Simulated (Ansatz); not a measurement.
Molecule: C6H12N, net charge 0, doublet state. It need not be the lowest isomer of its formula. 
Structure (B3LYP-D3(BJ)/def2-TZVP (Ansatz, an electronic-structure program) minimum search):
```
C
H 1 1.1077
N 1 1.4629 2 112.32
H 3 1.0138 1 110.49 2 57.67
H 3 1.0139 4 107.17 1 120.20
C 1 1.4879 2 107.83 3 -122.82
H 6 1.0825 1 118.72 2 136.65
C 6 1.4875 7 121.30 1 -161.05
H 8 1.0909 6 111.31 7 -14.42
H 8 1.0996 9 106.81 6 120.23
C 1 1.5424 2 105.89 6 -117.14
H 11 1.0935 1 107.95 2 -175.70
H 11 1.0950 12 107.29 1 -117.85
C 11 1.5292 12 110.38 13 -120.38
H 14 1.0926 11 109.83 12 58.94
H 14 1.0960 15 106.48 11 -118.31
C 14 1.5296 15 110.07 16 -118.22
H 17 1.0932 14 110.49 15 60.39
H 17 1.0942 18 107.12 14 119.00
```
Charge 0, spin multiplicity 2.

Parts of the frozen-core correlation energy in 6-31G* (Ansatz, hartree). Frozen orbitals: 7; correlated occupied orbitals by spin: 21 and 20; virtual: 101 and 102. Open shells are spin-unrestricted. Spin-orbit coupling is left out. Non-relativistic.

```json
[
 {"term": "reference (HF)", "value": "-288.59933"},
 {"term": "MP2 opposite-spin", "value": "…"},
 {"term": "MP2 same-spin", "value": "…"},
 {"term": "CCSD correlation", "value": "…"},
 {"term": "(T)", "value": "-0.03072"},
 {"term": "T1 diagnostic", "value": "0.010"},
 {"term": "largest doubles amplitude", "value": "0.013"},
 {"term": "<S^2> of the reference", "value": "0.764"}
]
```

Question: Complete the blanks.

Answer: 
- MP2 opposite-spin, value: -0.69271
- MP2 same-spin, value: -0.22843
- CCSD correlation, value: -0.99712
